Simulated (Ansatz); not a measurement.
The same path of a periodic cell of 17 atoms, CuSi16 (host Si, host structure diamond, interstitial Cu) was run twice with different band settings. Lost on the way: Si13–Cu17, Si14–Cu17, Si16–Cu17. Made: Si1–Cu17, Si2–Cu17, Si4–Cu17.

Computed with Ansatz 0.2.0, DFT PBE-D3(BJ), scalar-relativistic, plane waves, PAW. Settings: cutoff 420 eV, k mesh 2x2x2, gaussian smearing 0.05 eV, spin collinear.

Relaxed end points:

```xyz
17
Lattice="0.0000 5.4300 5.4300 5.4300 0.0000 5.4300 5.4300 5.4300 0.0000" Properties=species:S:1:pos:R:3
Si -0.109 0.106 0.112
Si 1.370 1.395 1.401
Si 2.755 2.673 0.013
Si 4.033 4.058 1.401
Si 2.755 0.007 2.679
Si 4.033 1.395 4.063
Si 5.421 2.673 2.679
Si 6.895 3.963 3.969
Si 0.076 2.769 2.775
Si 1.236 4.192 4.198
Si 2.659 5.352 2.775
Si 4.128 6.729 4.148
Si 2.659 2.769 5.357
Si 4.129 4.142 6.735
Si 5.550 5.307 5.313
Si 6.715 6.729 6.735
Cu 8.838 7.450 7.455
```

```xyz
17
Lattice="0.0000 5.4300 5.4300 5.4300 0.0000 5.4300 5.4300 5.4300 0.0000" Properties=species:S:1:pos:R:3
Si 0.055 -0.056 -0.073
Si 1.429 1.414 1.304
Si 2.593 2.836 -0.118
Si 4.015 4.000 1.304
Si 2.724 0.040 2.678
Si 4.111 1.318 4.063
Si 5.389 2.705 2.678
Si 6.679 4.180 3.967
Si 0.055 2.791 2.774
Si 1.478 3.951 4.196
Si 2.638 5.374 2.774
Si 4.015 6.844 4.148
Si 2.822 2.607 5.541
Si 4.111 4.085 6.829
Si 5.389 5.470 5.442
Si 6.774 6.748 6.829
Cu 10.170 6.119 7.458
```

Common settings: climbing image yes; optimiser quadratic models (default); end points relaxed.

| run | movable images | spring | start path | force threshold | iteration limit |
| --- | --- | --- | --- | --- | --- |
| 1 | 7 | 2.0 eV/Å² | IDPP | 0.05 eV/Å | 23 |
| 2 | 3 | 5.0 eV/Å² | default | 0.2 eV/Å | 50 |

**Question.** What does each run give, and how far can it be trusted?

**Answer.** Run 1: converged after 7 iterations, highest image 0.043 eV above the first end. The order of the stationary point at the top wasn't checked.
Run 2: converged after 5 iterations, highest image 0.052 eV above the first end. The threshold of 0.2 eV/Å is loose, so the images may lie well off the minimum-energy path. The order of the stationary point at the top wasn't checked.
Limits of this set-up: coarse k mesh.
